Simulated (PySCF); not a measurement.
Method: B3LYP-D3(BJ)/def2-TZVP // TPSS-D3(BJ)/def2-SVP run with PySCF. All species are isolated molecules in the gas phase. One relaxed conformer stands for a flexible species; it need not be the lowest. B3LYP has the VWN-RPA correlation part, as in Gaussian. 

Reference species: [Mo(F)6] (neutral, multiplicity 1).

coordination number: 6
HOMO–LUMO gap: 6.31 eV
mean distance from the central atom to its bonded neighbours: 1.840 Å

After one change: the coordination number is nearly the same; the HOMO–LUMO gap falls by 1.63 eV; the mean distance from the central atom to its bonded neighbours increases by 0.085 Å.

What was changed between the two runs? The new species is one of these.
A. [Mo(F)5(OH)]
B. [Mo(F)4(OH)2]
C. [Mo(F)2(OH)4]
D. [Mo(OH)6]

D, [Mo(OH)6]
